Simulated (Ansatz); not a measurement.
Species: BAs2H4, charge 0, doublet. BAs2H4 (SMILES [AsH]B[AsH2], doublet).
B3LYP-D3(BJ)/def2-TZVP minimum from Ansatz (a program for electronic structure):
```xyz
7

B      0.6253    -0.1987    -0.6067
As     0.3687    -1.5221     0.8611
H     -1.0671    -1.1077     1.1982
As    -0.4711     1.4674    -0.7521
H      0.6041     2.5071    -1.0091
H     -0.7111     1.7995     0.7073
H      1.4285    -0.4001    -1.4598
```
Charge 0, spin multiplicity 2.

Property: atomisation energy (electronic, to ground-state atoms), in kcal/mol. UHF or UKS for unpaired electrons; spin-orbit terms are left out. Correlated methods leave the cores frozen (noble-gas shells, and filled d and f shells in the p block). No relativity. CBS(X,Y): correlation extrapolated as X^-3, Hartree-Fock from the larger set. A bracket is a step between two methods taken in the basis named. Double hybrids freeze cores in their MP2 part. For partners of very few electrons the exact lower level stands in for a higher one.

CCSD(T)/CBS(cc-pVTZ,cc-pVQZ) + [CCSDT(Q) - CCSD(T)]/cc-pVDZ (Ansatz) gives 424.7 kcal/mol.

Task: What does PBE/def2-TZVPD (Ansatz) give here, and how do the other levels compare?

Result: PBE gives 437.7 kcal/mol, 13.0 kcal/mol above it. Differences of the others: r2SCAN/def2-TZVPD (Ansatz) 12.5; B3LYP/def2-TZVPD (Ansatz) 8.5; PBE0/def2-TZVPD (Ansatz) 4.8; wB97M-V/def2-TZVPD (Ansatz) 6.7; B2PLYP/def2-TZVPD (Ansatz) -1.7; CCSD(T)/CBS(cc-pVTZ,cc-pVQZ) (Ansatz) -0.9 kcal/mol.
